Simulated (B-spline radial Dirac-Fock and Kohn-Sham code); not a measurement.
**Ne 2p3/2: cross section and angular parameters**

System: atomic neon in the configuration 1s2 2s2 2p6; threshold 18.86 eV (orbital energy of the model). The computed values come from an atomic code on a B-spline grid: Dirac-Hartree-Slater photoionisation with a Latter tail; cross sections with all multipoles, angular parameters from the dipole term and its interference with E2.

For linearly polarised light dσ/dΩ = σ/(4π) [1 + β P₂(cos θ) + (δ + γ cos²θ) sin θ cos φ], with θ from the polarisation vector and φ the angle between the beam and the projection of the electron momentum on the plane normal to the polarisation.

| hν (eV) | σ (kb) | β | γ | δ |
| --- | --- | --- | --- | --- |
| 58.6 | 4650 | 1.257 | 0.026 | 0.009 |
| 83.3 | 3000 | 1.401 | 0.046 | 0.009 |
| 85.7 | 2870 | 1.409 | 0.048 | 0.009 |
| 95.8 | 2360 | 1.438 | 0.056 | 0.010 |
| 132 | 1210 | 1.486 | 0.089 | 0.011 |
| 150 | 897 | 1.491 | 0.107 | 0.012 |
| 160 | 768 | 1.491 | 0.116 | 0.012 |
| 239 | 275 | 1.443 | 0.181 | 0.016 |
| 242 | 266 | 1.441 | 0.183 | 0.016 |
| 279 | 180 | 1.407 | 0.208 | 0.018 |
| 347 | 96.4 | 1.343 | 0.249 | 0.021 |
| 406 | 60.7 | 1.289 | 0.280 | 0.024 |
| 454 | 43.4 | 1.246 | 0.303 | 0.027 |
| 600 | 18.5 | 1.127 | 0.358 | 0.036 |
| 707 | 10.9 | 1.051 | 0.391 | 0.042 |
| 800 | 7.33 | 0.992 | 0.415 | 0.048 |
| 807 | 7.12 | 0.988 | 0.417 | 0.048 |
| 940 | 4.31 | 0.914 | 0.443 | 0.056 |
| 1000 | 3.51 | 0.884 | 0.454 | 0.060 |
| 1010 | 3.39 | 0.879 | 0.455 | 0.061 |
| 1090 | 2.62 | 0.842 | 0.468 | 0.065 |
| 1486.9 | ? | ? | ? | ? |
| 3080 | 0.0667 | 0.419 | 0.637 | 0.161 |
| 3330 | 0.0499 | 0.394 | 0.653 | 0.171 |
| 5050 | 0.0103 | 0.273 | 0.745 | 0.231 |
| 5300 | 0.00857 | 0.260 | 0.756 | 0.238 |
| 5414.7 | 0.00789 | 0.254 | 0.760 | 0.242 |
| 8047.8 | 0.00167 | 0.157 | 0.841 | 0.314 |
| 9251.7 | 0.000957 | 0.128 | 0.870 | 0.342 |
| 10700 | 0.000536 | 0.100 | 0.902 | 0.374 |

**Question.** Give the values at Al Kα (taken as 1486.9 eV).

**Answer.** σ = 0.907 kb, β = 0.697, γ = 0.517, δ = 0.088.
